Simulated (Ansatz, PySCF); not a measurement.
Reaction (SMILES): [c-]1ccoc1 → [c-]1ccco1
Structures are relaxed separately at B3LYP-D3(BJ)/def2-TZVP in Ansatz (a program for electronic structure). Unstable Hartree-Fock reference: [c-]1ccoc1.

Wanted: isomerisation energy (enthalpy at 298 K, with B3LYP-D3(BJ) rigid-rotor harmonic-oscillator terms from PySCF), in kcal/mol. Valence correlation only, unless marked. Spin-orbit coupling is left out. Non-relativistic. Anions need diffuse functions: aug- sets have them; def2-D sets add few; the other sets have none. 

```
level                           program  isomerisation energy (kcal/mol)
-----------------------  --------------  -------------------------------
PBE-D4/def2-TZVPD        Ansatz + dftd4                             -4.4
B3LYP-D4/def2-TZVPD      Ansatz + dftd4                             -5.0
B3LYP/def2-TZVPD                 Ansatz                             -5.0
PBE0-D3(BJ)/def2-TZVP    Ansatz + dftd3                             -5.0
PBE0/def2-TZVPD                  Ansatz                             -4.7
HSE06-D3(BJ)/def2-TZVPD  Ansatz + dftd3                             -4.7
CAM-B3LYP-D4/def2-TZVPD  Ansatz + dftd4                             -5.1
wB97M-V/def2-TZVPD               Ansatz                             -5.0
B2GP-PLYP/def2-TZVPD             Ansatz                             -4.7
B2PLYP-D4/def2-TZVPD     Ansatz + dftd4                             -4.7
B2PLYP/def2-TZVPD                Ansatz                             -4.7
RI-MP2/cc-pVTZ                   Ansatz                             -4.2
SCS-MP2/6-31G*                   Ansatz                             -5.5
SCS-MP2/aug-cc-pVDZ              Ansatz                             -4.5
SCS-MP2/cc-pVTZ                  Ansatz                             -4.4
CCSD/STO-3G                      Ansatz                            -11.6
CCSD/6-31G*                      Ansatz                             -6.1
CCSD/cc-pVDZ                     Ansatz                             -5.5
CCSD(T)/aug-cc-pVDZ              Ansatz                             -5.1
CCSD(T)/cc-pVDZ                  Ansatz                             -5.4
```
